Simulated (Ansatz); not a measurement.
Compare A (`N[SiH]1C=CN1`) with its isomer B (`NC1=C[SiH]1N`).

Isolated molecules relaxed with PBE0-D4/def2-TZVP in Ansatz; ΔE leaves out vibrations. CBS: MP2 limit from def2 TZ/QZ plus the TZ coupled-cluster correction, frozen cores. DFT in def2-TZVPP. B3LYP here is the variant with VWN-RPA as its local correlation; programs differ in this. Each species was taken in one conformer, which may not be the lowest.

**Question.** Which isomer does CCSD(T)/CBS put lower? Give the gap. (Best estimate.)

**Answer.** Ansatz gave: A, by 25.1 kcal/mol.

**Question.** Give E(B) − E(A) in kcal/mol with B3LYP-D4, PBE-D4, MP2/def2-TZVPP, CCSD(T)/def2-TZVPP, ωB97M-V, r2SCAN-D4, B2PLYP. (Best estimate.)

**Answer.** Ansatz gave: B3LYP-D4 22.7, PBE-D4 21.4, MP2/def2-TZVPP 25.0, CCSD(T)/def2-TZVPP 25.2, ωB97M-V 23.9, r2SCAN-D4 22.4, B2PLYP 23.6. None reverses the order clearly.

Largest T1 diagnostic: 0.013.

From PBE to PBE0 (25 % exact exchange), in def2-TZVPP and without D4, E(B) − E(A) moves by +1.0 kcal/mol.
